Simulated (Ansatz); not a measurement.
Reaction (stannylene formation by 1,1-elimination): `C[O][SnH]([OH])[OH]` → H₂O + `C[O][Sn][OH]`

Calculated with Ansatz (gas phase, PBE0-D4/def2-TZVP geometries, no zero-point term in ΔE). CBS: MP2 limit from def2 TZ/QZ plus the TZ coupled-cluster correction, frozen cores. This one scheme is used for every species. Functionals use def2-TZVPP. def2 core potentials past Kr. For Sn outer-core shells are correlated without core-valence functions, which leaves a few kJ/mol of doubt a bond. One conformer a species, not always the lowest.

```json
{"species": "`C[O][SnH]([OH])[OH]`", "revPBE energy (Eh)": "-481.79895"}
{"species": "H₂O", "revPBE energy (Eh)": "-76.44013"}
{"species": "`C[O][Sn][OH]`", "revPBE energy (Eh)": "-405.37913"}
```

Q: Work out ΔE.

A: ΔE = (-76.44013) + (-405.37913) − (-481.79895) = -0.02031 Eh = -12.7 kcal/mol. CCSD(T)/CBS gives -3.9 kcal/mol.

Q: What do rigid-rotor, harmonic-oscillator terms from PBE0-D4/def2-TZVP frequencies (298.15 K, 1 bar) make of the CCSD(T)/CBS value? (Best estimate.)

A: Computed: ΔZPE = +0.5 kcal/mol, ΔH = -2.7 kcal/mol, ΔS = 138 J/(mol·K), ΔG = -12.6 kcal/mol. Modes under 50 cm⁻¹ make the entropy rough.

Largest T1 diagnostic among the species: 0.017.

From r2SCAN to r2SCAN0 (25 % exact exchange), in def2-TZVPP and without D4, ΔE moves by +1.2 kcal/mol. The D4 term adds +1.7 kcal/mol with B3LYP and +1.0 kcal/mol with PBE0; it sums over pairs of atoms, weighted by their polarisabilities, and B3LYP, whose exchange is more repulsive, gets the larger term.

B3LYP here is the variant with VWN-RPA as its local correlation; programs differ in this.
